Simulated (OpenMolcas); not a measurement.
## Computed transition rates of P

| Quantity | Value |
| --- | --- |
| Program | OpenMolcas |
| Method | MS-RASPT2, IPEA 0.25 Eh, imaginary shift 0.1 Eh (closed shells correlated: 2s 2p 3s) |
| Basis | ANO-RCC [8s7p5d4f2g] |
| Scalar Hamiltonian | DKH2, point nucleus |
| Active space | 3 electrons in 9 orbitals (RAS2 3p; RAS3 3d 4s, at most 1 electron) |
| State averaging | 2S+1 = 4 odd, 1 root; 2S+1 = 2 odd, 8 roots; 2S+1 = 4 even, 18 roots; 2S+1 = 2 even, 18 roots |
| Spin-orbit coupling | state interaction with AMFI integrals over the reference wave functions, term energies averaged over their components |

Rates come from the transition moments of the reference wave functions (E1 and E2 in the length form). At fixed line strength A goes as λ^-3 for E1 and M1 and as λ^-5 for E2, so a rate at the computed wavelength can be rescaled to the measured one. Measured vacuum wavelengths follow from level energies in NIST Handbook of Basic Atomic Spectroscopic Data. Branching counts decays inside the model space alone, at computed energies, and the table is only a selection of the E2 and M1 lines, drawn from those between levels with measured partners whose computed energy lies within a factor of 1.5 of the measured one.

| Upper | Lower | Type | λ computed (nm) | λ measured (nm) | A computed (s-1) | A rescaled (s-1) | Branching % |
| --- | --- | --- | --- | --- | --- | --- | --- |
| 3s² 3p³ ²P°_3/2 | 3s² 3p³ ²D°_5/2 | E2 | 923.6 | 1357 | 6.43e-01 | 9.39e-02 | 64.2 |
| 3s² 3p³ ²P°_1/2 | 3s² 3p³ ²D°_3/2 | E2 | 923.8 | 1358 | 5.51e-01 | 8.03e-02 | 57.9 |
| 3s² 3p³ ²P°_1/2 | 3s² 3p³ ²D°_5/2 | E2 | 924.3 | 1361 | 3.66e-01 | 5.29e-02 | 38.5 |
| 3s² 3p³ ²P°_3/2 | 3s² 3p³ ²D°_3/2 | E2 | 923.1 | 1354 | 2.76e-01 | 4.06e-02 | 27.5 |
| 3s² 3p³ ²P°_3/2 | 3s² 3p³ ⁴S°_3/2 | M1 | 446.3 | 533.4 | 5.22e-02 |  | 5.2 |
| 3s² 3p³ ²P°_1/2 | 3s² 3p³ ⁴S°_3/2 | M1 | 446.5 | 534.1 | 2.09e-02 |  | 2.2 |
| 3s² 3p³ ²P°_3/2 | 3s² 3p³ ²D°_3/2 | M1 | 923.1 | 1354 | 2.00e-02 |  | 2.0 |
| 3s² 3p³ ²P°_1/2 | 3s² 3p³ ²D°_3/2 | M1 | 923.8 | 1358 | 1.24e-02 |  | 1.3 |
| 3s² 3p³ ²P°_3/2 | 3s² 3p³ ²D°_5/2 | M1 | 923.6 | 1357 | 1.12e-02 |  | 1.1 |
| 3s² 3p³ ²D°_5/2 | 3s² 3p³ ⁴S°_3/2 | E2 | 863.7 | 879 | 6.18e-05 |  | 98.7 |
| 3s² 3p³ ²D°_3/2 | 3s² 3p³ ⁴S°_3/2 | E2 | 864.2 | 880.2 | 3.96e-05 |  | 58.4 |
| 3s² 3p³ ²D°_3/2 | 3s² 3p³ ⁴S°_3/2 | M1 | 864.2 | 880.2 | 2.82e-05 |  | 41.6 |

Spin-changing lines and M1 lines between different terms are not rescaled, since their strength hangs on the term gaps too.

The largest correction is for 3s² 3p³ ²P°_1/2 → 3s² 3p³ ²D°_5/2 (E2): 3.66e-01 × (924.3 / 1361)^5 = 5.29e-02 s-1, a factor of 0.14.

No measured rate stands beside these. Rescaling mends the energy factor alone: line strengths can still be far off where a level mixes with configurations outside the active space, and weak or spin-changing lines hang on small mixing coefficients that depend on the term gaps too, so rescaling need not improve them.

CASPT2 does not keep the components of a term degenerate, so their means are used; among the terms shown or strongly mixed into the levels shown the widest spread is 580 cm-1 (3s² 3p³ ²D°). Over all roots computed the reference weight is 0.89 to 0.96; the roots of lowest weight are the least certain, and an intruder state may touch them. With the s shell closed, the reference lacks s² → p² mixing. Some terms miss by over 15 % even with CASPT2, which points to a basis or an active space too small for the shells correlated. Measured partners are found by configuration, term and J. A level has none where our copy of the source lacks it or the pairing is in doubt (some pairs that miss far off the trend of their configuration count as doubtful). Levels of configurations outside the active space are missing.

° marks odd parity.
